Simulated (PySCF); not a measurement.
**I²⁺: excitation energy**

I²⁺ [Kr] 4d10 5s2 5p3 (4S) → I²⁺ [Kr] 4d10 5s1 5p3 5d1 (6D), as a difference of total energies. Calculation: PySCF 2.14, in aug-cc-pVQZ-PP with ECP28MDF; a scalar-relativistic core potential. Correlated levels: valence: 4s2 4p6 4d10 frozen. The calculations carry no spin-orbit coupling.

```
           method  excitation energy (eV)
              UHF                  20.096
    MP2 (valence)                  21.380
SCS-MP2 (valence)                  21.793
   CCSD (valence)                  21.493
CCSD(T) (valence)                  21.549
```

Problem. How much does correlation contribute at CCSD(T) (valence)?

Solution. 21.549 − (20.096) = 1.453 eV, measured against UHF.

The promoted electron is Rydberg-like, and one or two diffuse shells describe it only roughly, which tends to raise the upper state.
